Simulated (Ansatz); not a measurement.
Geometry optimisation, Ansatz, RKS B3LYP-D4/6-31G*.

Input file:

```yaml
crystal:
  periodic: [false, false, false]
  atoms:
    - { symbol: Mg, position_ang: [0.7903, 0.376, 0.3751] }
    - { symbol: F, position_ang: [0.7244, -1.9671, 0.2379] }
    - { symbol: C, position_ang: [-0.5564, 1.0336, -1.0559] }
    - { symbol: H, position_ang: [0.7162, -1.8396, 1.4283] }
    - { symbol: Cl, position_ang: [0.741, -0.9052, 2.9075] }
    - { symbol: H, position_ang: [-1.4378, 1.4313, -0.5606] }
    - { symbol: H, position_ang: [-0.8083, 0.1118, -1.5712] }
    - { symbol: H, position_ang: [-0.1695, 1.7593, -1.7611] }
basis:
  gaussian: { orbitals: "6-31G*" }
hamiltonian:
  xc: b3lyp
  dispersion: d4
relax:
  f_tol: 0.15
  max_steps: 25
  restrain:
    - { distance: [0, 4], at: 3.73, k: 30.0 }
    - { distance: [3, 1], at: 2.18, k: 30.0 }
    - { distance: [0, 1], at: 1.98, k: 30.0 }
    - { distance: [3, 4], at: 1.33, k: 30.0 }
```

Command:

```bash
$ ansatz run input.yaml --threads 2 --pin off --max-ram 3072MiB --backend cpu --events-out ev --progress --plain --runs-dir out
```

Problem. Where does it end, and by what steps?

Solution. The run converged. The restraints hold the end off the free minimum. After 11 steps the energy has fallen by 0.513 eV (the restraints' own energy left out); Mg1 moved furthest, 1.16 Å. Joined: H4–Cl5 (1.75 → 1.31 Å).

| step | energy less start (eV) | largest force component (eV/Å) | accepted |
| --- | --- | --- | --- |
| 0 | 0.0000 | 2.690 | yes |
| 1 | 0.5769 | 3.195 | yes |
| 2 | 0.5876 | 3.817 | yes |
| 3 | 0.3236 | 3.479 | yes |
| 4 | -0.0216 | 2.625 | yes |
| 5 | -0.1904 | 2.523 | yes |
| 6 | -0.3385 | 2.231 | yes |
| 7 | -0.4358 | 2.009 | yes |
| 8 | -0.4957 | 1.716 | yes |
| 9 | -0.4473 | 1.693 | no |
| 10 | -0.4989 | 1.647 | yes |
| 11 | -0.5126 | 1.612 | yes |

```xyz
8
Properties=species:S:1:pos:R:3
Mg 0.442 -0.412 -0.407
F 1.512 -1.864 0.223
C -0.706 1.108 -1.235
H 1.108 -1.853 2.353
Cl 0.415 -1.175 3.242
H -1.346 1.576 -0.478
H -1.354 0.729 -2.033
H -0.070 1.891 -1.665
```

Run time: 18 s on 2 threads of Intel(R) Xeon(R) Platinum 8375C CPU @ 2.90GHz (Ice Lake), on a shared host, peak memory 0.19 GiB.
